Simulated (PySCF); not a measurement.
Compound: C4H6F3O2P.
Numbering: `[O:1]=[P@@:2]([OH:3])([CH:4]1[CH2:5][CH2:6]1)[C:7]([F:8])([F:9])[F:10]`

Cartesian coordinates in Å at the PBE0-D3(BJ)/def2-SVP level; atoms count from 1:
```xyz
16
C4H6F3O2P angstrom
O     -1.3678   -2.1120   -0.2849
P     -0.8506   -0.7462   -0.0357
O     -1.0512   -0.1631    1.4675
C      0.8646   -0.3878   -0.3464
C      1.5138    0.8535    0.2138
C      1.8696   -0.4791    0.7744
C     -1.7768    0.5316   -1.0544
F     -1.4851    0.3849   -2.3490
F     -1.4505    1.7782   -0.7021
F     -3.0920    0.3924   -0.9019
H     -1.8260   -0.5607    1.8877
H      1.1747   -0.7279   -1.3395
H      0.8949    1.5160    0.8233
H      2.2297    1.3634   -0.4353
H      2.8382   -0.9186    0.5254
H      1.4933   -0.7282    1.7694
```

Definitions: NICS(0) = −σiso at the ring centroid; NICS(1) = −σiso and NICS(1)zz = −σzz at ±1 Å along the ring normal z. Level: GIAO HF/pcSseg-1 (PySCF, non-relativistic, gas phase) on the PBE0-D3(BJ)/def2-SVP geometry, one conformer.

Ring bond lengths (Å): C4–C5 1.509, C5–C6 1.489, C6–C4 1.508.

Give the NICS values of each ring in ppm.

```
    ring                                            type  NICS(0)  NICS(1), two faces  NICS(1)zz, two faces  rms pucker (Å)  centre to ring atoms, mean (Å)
C4–C5–C6  3-membered carbocycle; formal bonds all single    -44.4        -9.1 / -10.0         -24.9 / -26.6            0.00                            0.87
```

What can be read from them?

- C4–C5–C6: mean NICS(1)zz -25.8 ppm, shielded. C4, C5, C6 have four or more neighbours, so the value isn't read as a sign of a π ring current. NICS(0) lies 35 ppm below the mean NICS(1).

What are the shieldings of the ring atoms and their hydrogens in the same run (means over atoms taken as equivalent)?

```csv
atoms,environment,σ isotropic (ppm),"principal values of the symmetric part, first atom (ppm)"
C4,sp3 carbon bound to phosphorus,192.3,"158.9, 177.0, 240.8"
C5,three-membered-ring carbon,188.8,"161.3, 183.8, 221.5"
C6,three-membered-ring carbon,190.2,"163.6, 185.1, 221.7"
H12,methine hydrogen,31.12,"23.7, 27.8, 41.8"
H13,methylene hydrogen,30.67,"24.6, 28.6, 38.8"
H14,methylene hydrogen,30.76,"25.1, 25.2, 42.0"
H15,methylene hydrogen,30.68,"24.3, 25.4, 42.4"
H16,methylene hydrogen,30.49,"23.5, 28.8, 39.2"
```

How do the values depend on the level or the medium?

```tsv
level	NICS(0), C4–C5–C6	mean NICS(1)zz, C4–C5–C6
HF/pcSseg-1, gas	-44.4	-25.8
PBE0/pcSseg-1, gas	-44.2	-24.8
PBE0/pcSseg-1, IEF-PCM chloroform	-44.4	-24.8
PBE0/pcSseg-1, IEF-PCM water	-44.5	-24.8
```

The geometry is the same throughout; the continuum's cavity takes Bondi-type radii × 1.2.
